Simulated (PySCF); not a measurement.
**How methods differ on the ionisation energy of Sm⁴⁵⁺**

Sm⁴⁵⁺ [Ne] 3s2 3p5 [3p1/2^2 3p3/2^3, M_J = 3/2] → Sm⁴⁶⁺ [Ne] 3s2 3p4 [3p1/2^2 3p3/2^2, M_J = 2], as a difference of total energies. All numbers are calculated (PySCF 2.14, the two-component X2C-1e Hamiltonian, in an even-tempered Gaussian basis (18 s from 11 bohr⁻², ratio 2.4; 14 p from 14 bohr⁻², ratio 2.4; 4 d from 52 bohr⁻², ratio 2.6; 4 f from 78 bohr⁻², ratio 2.6)). Correlated levels: 1s2 frozen; the 54 highest virtual spinors dropped. "Screened" scales the spin-orbit matrix elements by Boettger's factors to mimic the two-electron term; Breit and QED terms are absent.

```tsv
method	ionisation energy (eV)
GHF (spin-free)	3811.5
GMP2 (spin-free)	3812.6
GHF (screened spin-orbit)	3768.0
GMP2 (screened spin-orbit)	3769.0
```

Breit and QED terms and the two-electron picture change are absent.

The spin-free rows relax to the high-spin LS determinant and lack the spin-orbit shift.

The labels give the starting determinants; with spin-orbit coupling the two ends relaxed to ⟨J²⟩ = 3.75, ⟨L²⟩ = 2.02, ⟨S²⟩ = 0.77 and ⟨J²⟩ = 6.00, ⟨L²⟩ = 3.21, ⟨S²⟩ = 1.42.

For comparison: 3766 ± 4 eV (theoretical estimate listed by NIST; NIST Atomic Spectra Database, ionization energies).
